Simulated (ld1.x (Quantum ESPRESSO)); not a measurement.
Results of a calculation; reference values are marked as such.
Potentials for P compared

Generated with ld1.x 7.5 (TM, RRKJ, ultrasoft, PAW), atompaw 4.2 or ONCVPSP 4.0.1. The cutoff is in Ry: for ld1.x and atompaw files where the sum of valence levels is converged to 10 mRy in a Bessel basis, for ONCV files where the hardest occupied wave has 1 mHa per electron of residual kinetic energy. The error is the largest all-electron minus pseudo excitation energy over each file’s own four to seven test configurations (ionisations up to +4, promotions, holes and added fractions of an electron), all of which were solved. The labels leave out finer settings (local radius, basis sizes, second energies), which also bear on the numbers. Spin-polarised tests are not counted. The rows are a selection from randomly drawn settings: files with unsolved tests, undetermined cutoffs or missed reference levels are left out.

| potential | cutoff (Ry) | largest error (meV) | bound ghosts |
| --- | --- | --- | --- |
| RRKJ, LDA (PZ), non-relativistic, rc 1.10/1.45 (sp), local s, core correction no, reference 3s2 3p3 | 70 | +212 | none |
| TM, PBE, scalar-relativistic, rc 1.25/1.65 (sp), local p, core correction yes, reference 3s2 3p2 | 45 | +139 | none |
| TM, LDA (PZ), scalar-relativistic, rc 1.60/1.80 (sp), local smoothed, core correction no, reference 3s1 3p4 | 18 | +481 | none |
| TM, PBEsol, non-relativistic, rc 1.10/2.05 (sp), local s, core correction yes, reference 3s2 3p3 | 70 | +218 | none |

Fill in the row for P: ultrasoft, LDA (PZ), scalar-relativistic, rc 1.55/2.00/1.95 (spd), local smoothed, core correction yes, reference 3s2 3p3.

cutoff 15 Ry, largest error +48 meV, bound ghosts: none.

Fill in the row for P: TM, PBE, scalar-relativistic, rc 1.65/1.85/1.80 (spd), local d, core correction no, reference 3s2 3p3.

cutoff 21 Ry, largest error +97 meV, bound ghosts: none.
